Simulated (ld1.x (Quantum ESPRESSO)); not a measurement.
PBE ultrasoft dataset for lead (Pb), scalar-relativistic all-electron reference.

Pb (Z = 82), ultrasoft, made with ld1.x (Quantum ESPRESSO) 7.5 (PBE, scalar-relativistic). Core [Xe] 4f14, reference 5d10 6s2 6p1 (charge +1). Waves: 6s (bound): rcut 1.25, rcutus 1.65 bohr; 6s channel at 0.35 Ry: rcut 1.25, rcutus 1.65 bohr; 6p (bound): rcut 2.00, rcutus 2.65 bohr; 6p channel at -0.3 Ry: rcut 2.00, rcutus 2.65 bohr; 5d (bound): rcut 1.10, rcutus 1.30 bohr; 5d channel at 2.2 Ry: rcut 1.10, rcutus 1.30 bohr; 5f channel at 0.05 Ry: rcut 2.15, rcutus 2.90 bohr. Local part: all-electron potential smoothed inside 2.10 bohr (lloc = -1). Core correction: none. Augmentation charge: PSQ, inside the norm-conserving radii.

All-electron outer shells of the reference configuration (PBE, scalar-relativistic, ld1.x):

```csv
shell,level (eV),outermost node (bohr),outermost maximum (bohr)
5p,-93.54,0.49,0.88
5d,-28.85,0.52,1.07
6s,-19.23,1.01,1.95
6p,-9.86,1.18,2.50
```

(1) Does this generation succeed?

## Answers

(1) No. ld1.x (Quantum ESPRESSO) 7.5 stopped with "chargeps: negative rho": the pseudo-density turned negative during the self-consistent test, most likely because a state had been found with a wrong node count and its wave set to zero before. Before that it printed "Warning: n=1, l=0 expected 0 nodes, found 1".
